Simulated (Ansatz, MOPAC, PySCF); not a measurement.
Isomers of CH5BO: 1 is B(O)C, 2 is O(B)C; one conformer of each (the lowest of an xTB search), B3LYP-D3(BJ)/def2-TZVP minima.
Isomer 1 (charge 0, multiplicity 1):
```xyz
8

C     -0.86571    -0.06948    -0.01551
B      0.59745     0.47540     0.12479
O      1.70480    -0.28254    -0.08276
H     -1.40659     0.06026     0.92783
H     -0.93604    -1.12227    -0.30401
H     -1.41896     0.52201    -0.75246
H      0.81474     1.61150     0.42921
H      1.51032    -1.19488    -0.32708
```
Isomer 2 (charge 0, multiplicity 1):
```xyz
8

B      1.351     0.056    -0.122
O      0.143     0.307    -0.648
C     -1.072    -0.011     0.026
H      2.299     0.364    -0.777
H      1.447    -0.456     0.958
H     -1.645    -0.699    -0.595
H     -1.646     0.907     0.160
H     -0.876    -0.468     0.998
```

No zero-point or thermal terms.

Rows in 3-21G carry no dispersion term and start afresh at each structure. The state that PM6 reach isn't checked.

Run with Ansatz (Gaussian basis) for Hartree–Fock, density functionals and correlated methods; MOPAC for PM6 (differences of heats of formation); PySCF for 3-21G rows, the dispersion terms. Each number belongs to the level named beside it.

**Question.** One of these levels gives 23.84 kcal/mol for the electronic energy of isomer 2 less that of isomer 1. Which one is it?
A) PM6
B) PBE-D4/def2-TZVPP
C) B3LYP/3-21G

**Answer.** B, PBE-D4/def2-TZVPP. The others give 20.64 (PM6), 18.06 (B3LYP/3-21G)

Ansatz is a quantum-chemistry and plane-wave program.
